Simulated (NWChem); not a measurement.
System: Si₂H₄OF₂; SMILES O[SiH2][SiH](F)F

```xyz
9

O      0.6403     2.3714     0.2721
Si    -0.5391     1.3075    -0.2433
Si     0.0544    -0.8762     0.3832
F     -0.9591    -1.9419    -0.2997
F      1.5316    -1.1652    -0.2293
H      1.5149     2.2678    -0.1152
H     -0.7323     1.3314    -1.7283
H     -1.8029     1.7171     0.4277
H      0.1159    -1.1845     1.8373
```
Atoms are numbered in this order, from 1.

Structure relaxed at the PBE0/def2-SVP level.

**Question.** Give the principal values of the shielding tensors (ppm) of O1, Si2, Si3, F4, F5 from B3LYP/6-31G* (spherical d), GIAO (NWChem), with their diamagnetic and paramagnetic parts as GIAO splits them.

**Answer.** 
```
atom    σ11    σ22    σ33  isotropic  diamagnetic  paramagnetic
----  -----  -----  -----  ---------  -----------  ------------
O1    294.3  327.1  395.7      339.0        391.0         -51.9
Si2   374.1  383.2  498.5      418.6        881.1        -462.5
Si3   360.3  374.2  429.2      387.9        878.1        -490.2
F4    234.0  349.0  415.5      332.9        471.7        -138.8
F5    234.8  361.6  419.7      338.7        471.4        -132.7
```
